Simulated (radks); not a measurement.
All-electron atom: Mo4+ in [Ar] 3d10 4s2 4p4 4d2 5p2 (not the ground configuration). All-electron calculation, Dirac Kohn-Sham, PW91, spin-unpolarised, spherical densities, point nucleus; open shells fill j = l - 1/2 first. Program: a radial shooting solver on a logarithmic mesh with Libxc functionals.

Normalised radial functions P(r) = r R(r) (large component), r in bohr:

| r | 3d5/2 | 4p3/2 | 4d3/2 |
|---|---|---|---|
| 0.001376 | 0.0000 | 0.0007 | 0.0000 |
| 0.002086 | 0.0000 | 0.0016 | 0.0000 |
| 0.003187 | 0.0001 | 0.0035 | 0.0000 |
| 0.004831 | 0.0002 | 0.0078 | 0.0001 |
| 0.007383 | 0.0006 | 0.0171 | 0.0003 |
| 0.01128 | 0.0021 | 0.0364 | 0.0009 |
| 0.0171 | 0.0068 | 0.0731 | 0.0028 |
| 0.02613 | 0.0214 | 0.1394 | 0.0086 |
| 0.03961 | 0.0620 | 0.2366 | 0.0243 |
| 0.06053 | 0.1690 | 0.3411 | 0.0650 |
| 0.09249 | 0.4073 | 0.3542 | 0.1537 |
| 0.1402 | 0.8176 | 0.1355 | 0.2994 |
| 0.2142 | 1.3198 | -0.3172 | 0.4507 |
| 0.3274 | 1.5663 | -0.5726 | 0.4260 |
| 0.4963 | 1.2580 | -0.1124 | 0.0537 |
| 0.7583 | 0.6042 | 0.7731 | -0.5632 |
| 1.15 | 0.1495 | 1.0439 | -0.9259 |
| 1.757 | 0.0132 | 0.5276 | -0.6986 |
| 2.684 | 0.0003 | 0.0971 | -0.2470 |
| 4.069 | 0.0000 | 0.0048 | -0.0322 |
| 6.218 | 0.0000 | 0.0000 | -0.0009 |

3d5/2: eigenvalue -287.32 eV, 0 radial nodes, <r> = 0.415 bohr, 90 % of the charge inside 0.663 bohr. 4p3/2: eigenvalue -97.252 eV, 2 radial nodes at r = 0.161, 0.525 bohr, <r> = 1.16 bohr, 90 % of the charge inside 1.69 bohr. 4d3/2: eigenvalue -57.699 eV, 1 radial node at r = 0.517 bohr, <r> = 1.40 bohr, 90 % of the charge inside 2.11 bohr.
